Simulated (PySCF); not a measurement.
Molecule: `N#Cc1cccs1`, C$_{5}$H$_{3}$NS.

Geometry:
```
atom   x (Å)   y (Å)   z (Å)
  N1   3.259  -0.539   0.503
  C2   2.142  -0.279   0.328
  C3   0.779   0.042   0.118
  C4  -0.206  -0.763  -0.421
  C5  -1.461  -0.110  -0.479
  C6  -1.408   1.171   0.013
  S7   0.157   1.598   0.550
  H8  -0.015  -1.782  -0.756
  H9  -2.371  -0.566  -0.870
 H10  -2.221   1.893   0.088
```

Geometry PBE0-D3(BJ)/def2-SVP throughout; GIAO in PySCF, gas phase, one conformer, non-relativistic; equivalent atoms averaged; basis pcSseg-1.

For orientation, B3LYP gives these shifts δ (against NH3, TMS, CS2 at the same level): N1 332.1, C6 141.0, C5 132.2, C2 117.5, C3 120.3, S7 277.6, H8 7.47, H10 7.22, H9 7.05 ppm.

A run gave: N1 330.8, C6 140.0, C5 131.9, C2 118.7, C3 119.1, S7 263.2, H8 7.60, H10 7.35, H9 7.18 ppm (shifts δ (against NH3, TMS, CS2 at the same level)).

Q: Which functional was used in that run?
A. B97-D
B. LDA
C. B97-2
D. PBE0
E. LC-wPBE

A: D. C5 tells them apart best: PBE0 gives 131.9, LC-wPBE gives 135.8, B97-2 gives 128.9, B97-D gives 126.0, LDA gives 135.8 ppm.
